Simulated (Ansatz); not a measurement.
Cost and result for the atomization energy of C₂H₆AlN, SMILES `[NH2][Al]1[CH2][CH2]1` (10 atoms, 10 bonds).

```
atom   x (Å)   y (Å)   z (Å)
  N1  -0.963   1.858   1.011
 Al2  -0.235   0.453   0.246
  C3   1.189  -0.722  -0.186
  C4  -0.235  -1.118  -0.816
  H5  -0.468   2.518   1.587
  H6  -1.934   2.114   0.933
  H7   1.948  -0.477  -0.928
  H8   1.584  -1.457   0.514
  H9  -0.628  -2.069  -0.457
 H10  -0.259  -1.098  -1.904
```

Total charge 0; spin multiplicity 1. The structure was optimised at the PBE0-D4/def2-TZVP level. It is one conformer, not always the lowest. Program: Ansatz. All runs use 2 threads of an Intel Xeon Platinum 8488C on a shared host. Times are those of one run each, without the atoms' runs, and a repeat can differ threefold. Electronic energies, without spin–orbit coupling; frozen cores. CCSD(T)/CBS adds CCSD(T) − MP2 in def2-TZVPP to the MP2 limit, and its time is that of the two runs behind it. T1 = 0.011. HSE06 is the plane-wave form, built on full-range PBE exchange.

CCSD(T)/CBS is a level of theory with its own doubt, some kJ/mol a heavy atom from the limit and from the frozen cores, so smaller differences don't rank the functionals.

```tsv
level	functions	wall time
LDA (SPW92)/def2-TZVPP	219	1 s
BLYP-D4/def2-TZVPP	219	1.7 s
BHLYP-D4/def2-TZVPP	219	2.2 s
PBE0-D4/def2-TZVPP	219	2.3 s
CCSD(T)/def2-SVP	90	2.3 s
HSE06-D4/def2-TZVPP	219	2.4 s
r2SCAN-D4/def2-TZVPP (with forces)	219	3.6 s
r2SCANh-D4/def2-TZVPP	219	3.6 s
ωB97X-V/def2-TZVPP	219	6 s
B97M-V/def2-TZVPP	219	6.5 s
MP2/def2-QZVPP	421	17 s
CCSD(T)/def2-TZVPP	219	45 s
CCSD(T)/CBS(def2)	–	62 s
```

Problem. What atomization energy does each give, and how far from CCSD(T)/CBS? (An estimate is asked.)

Solution. Computed: 
| level | atomization (kcal/mol) | difference from CCSD(T)/CBS | per bond |
| --- | --- | --- | --- |
| LDA (SPW92)/def2-TZVPP | 971.9 | 120.4 | 12.0 |
| BLYP-D4/def2-TZVPP | 850.0 | -1.5 | -0.2 |
| BHLYP-D4/def2-TZVPP | 827.3 | -24.2 | -2.4 |
| PBE0-D4/def2-TZVPP | 853.6 | 2.1 | 0.2 |
| CCSD(T)/def2-SVP | 801.0 | -50.5 | -5.0 |
| HSE06-D4/def2-TZVPP | 854.2 | 2.7 | 0.3 |
| r2SCAN-D4/def2-TZVPP (with forces) | 853.2 | 1.7 | 0.2 |
| r2SCANh-D4/def2-TZVPP | 848.2 | -3.3 | -0.3 |
| ωB97X-V/def2-TZVPP | 854.2 | 2.7 | 0.3 |
| B97M-V/def2-TZVPP | 855.1 | 3.6 | 0.4 |
| MP2/def2-QZVPP | 853.9 | 2.4 | 0.2 |
| CCSD(T)/def2-TZVPP | 827.8 | -23.7 | -2.4 |
| CCSD(T)/CBS(def2) | 851.5 | 0.0 | 0.0 |

Leaving LDA and LC-ωPBE aside and taking each functional with its dispersion term where it has one, the values, not all of them listed here, spread over 40.9 kcal/mol, from BHLYP-D4 to PBE-D4. LDA lies +107.3 kcal/mol from PBE without D4, its usual overbinding. From BLYP to BHLYP (50 % exact exchange), in def2-TZVPP and without D4, the atomization energy moves by −19.1 kcal/mol: exact exchange takes away binding that semilocal exchange gives to molecules. In def2-TZVPP, CCSD(T) changes the Hartree–Fock value by +221.9 kcal/mol (the triples alone add +12.7 kcal/mol) and MP2 by +233.8 kcal/mol; breaking electron pairs costs correlation energy, which Hartree–Fock lacks.
